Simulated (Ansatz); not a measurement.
```json
{"atom": "N", "x (Å)": "0.0000", "y (Å)": "0.0000", "z (Å)": "-0.5410"}
{"atom": "O", "x (Å)": "0.0000", "y (Å)": "0.0000", "z (Å)": "0.5410"}
```

Basis set: 6-31G (spherical functions). Left uncorrelated: 2 orbitals. Correlation on ROHF uses semicanonical orbitals with singles. Charge 0, multiplicity 2.

Computed with Ansatz (development build ahead of 0.2.0); the reference of a correlated method needn't be the lowest determinant of its kind.

Q: Give the atomization energy at this shape (free ground-state atoms in the same class of orbitals less the molecule, no zero-point energy) of doublet NO by ROHF-CCSD(T), UHF-BCCD(T).

A:

| method | atomization energy |
| --- | --- |
| ROHF-CCSD(T) | 324.2 kJ/mol |
| UHF-BCCD(T) | 323.7 kJ/mol |

Caution: the reference determinant was not shown to be the lowest; the shape is not the minimum.

This basis has no polarisation functions and is too small for such energies, which can lie far from measured ones in either direction.
